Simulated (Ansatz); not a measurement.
Molecule: dimethylsilane, C2H8Si (charge 0, singlet). 
Geometry from a B3LYP-D3(BJ)/def2-TZVP (Ansatz, an electronic-structure program) optimisation:
```
Si
H 1 1.4863
H 1 1.4863 2 107.50
C 1 1.8769 2 109.51 3 -118.90
H 4 1.0916 1 111.22 2 58.82
H 4 1.0922 5 107.90 1 -121.83
H 4 1.0922 5 107.90 6 -116.34
C 1 1.8769 2 109.51 3 118.90
H 8 1.0916 1 111.22 2 -58.82
H 8 1.0922 9 107.90 1 121.83
H 8 1.0922 9 107.90 10 116.34
```

Computed values are from Ansatz. Valence correlation only, unless marked. Open shells are spin-unrestricted. No spin-orbit coupling. Non-relativistic. CBS marks a two-point X^-3 extrapolation of the correlation energy; Hartree-Fock from the larger set (for Q and 5 zeta extrapolated as (X+1)exp(-9√X)).

Question: What is the dipole moment at CCSD(T)/aug-cc-pV(D+d)Z?

Answer: 0.72 D.

Question: What is the T1 diagnostic at CCSD/cc-pV(5+d)Z?

Answer: 0.010.

Question: What is the vertical triplet-singlet gap at CCSD(T)/CBS(aug-cc-pV(T+d)Z,aug-cc-pV(Q+d)Z)?

Answer: 8.00 eV.

Question: What is the total energy at CCSD(T)/CBS(cc-pV(Q+d)Z,cc-pV(5+d)Z)?

Answer: -370.0047 Eh.

Question: What is the atomisation energy De at CCSD(T)/CBS(cc-pV(Q+d)Z,cc-pV(5+d)Z)?

Answer: 932.0 kcal/mol.
